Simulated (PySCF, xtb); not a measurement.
C2H6BNO, SMILES C1B(OC1)N. Other conformers were not sampled.

Harmonic wavenumbers (cm⁻¹) from GFN2-xTB run with xtb at its own minimum, in rising order: 168, 294, 354, 453, 514, 613, 769, 790, 879, 902, 1026, 1038, 1126, 1131, 1163, 1169, 1272, 1423, 1456, 1481, 1528, 2934, 2953, 3019, 3026, 3510, 3559.

What does B3LYP-D3(BJ)/def2-SVP (PySCF) give at its own minimum? (Estimate from the structure and the level; the computed values follow.)

154, 324, 382, 388, 545, 626, 776, 800, 875, 936, 973, 996, 1117, 1171, 1194, 1195, 1360, 1413, 1454, 1507, 1609, 3032, 3075, 3088, 3132, 3604, 3712. Paired by order, the mean absolute difference is 48 cm⁻¹ and the zero-point energies are 55.1 and 56.4 kcal/mol.
